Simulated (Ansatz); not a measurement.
Compare A (`OCSC[SiH3]`) with its isomer B (`C[SiH](O)CS`).

Computed with Ansatz on PBE0-D4/def2-TZVP structures; ΔE is electronic, products minus reactants. CCSD(T)/CBS adds triple-zeta CCSD(T) − MP2 to the extrapolated MP2 energy (def2 sets, frozen cores). Functionals use def2-TZVPP. B3LYP here is the variant with VWN-RPA as its local correlation; programs differ in this. One conformer a species, not always the lowest.

(1) Which isomer does CCSD(T)/CBS put lower? Give the gap. (Best estimate.)

(2) Give E(B) − E(A) in kcal/mol with ωB97M-V, B2PLYP, MP2/def2-TZVPP, CCSD/def2-TZVPP, r2SCAN-D4, PBE0-D4, B3LYP-D4. (Estimate.)

Largest T1 diagnostic: 0.011.

Results:

(1) Ansatz gave: B, by 54.2 kcal/mol.

(2) The calculation gave: ωB97M-V -53.9, B2PLYP -53.5, MP2/def2-TZVPP -55.3, CCSD/def2-TZVPP -54.2, r2SCAN-D4 -53.6, PBE0-D4 -51.7, B3LYP-D4 -52.5. None reverses the order clearly.

From PBE to PBE0 (25 % exact exchange), in def2-TZVPP and without D4, E(B) − E(A) moves by −2.1 kcal/mol.
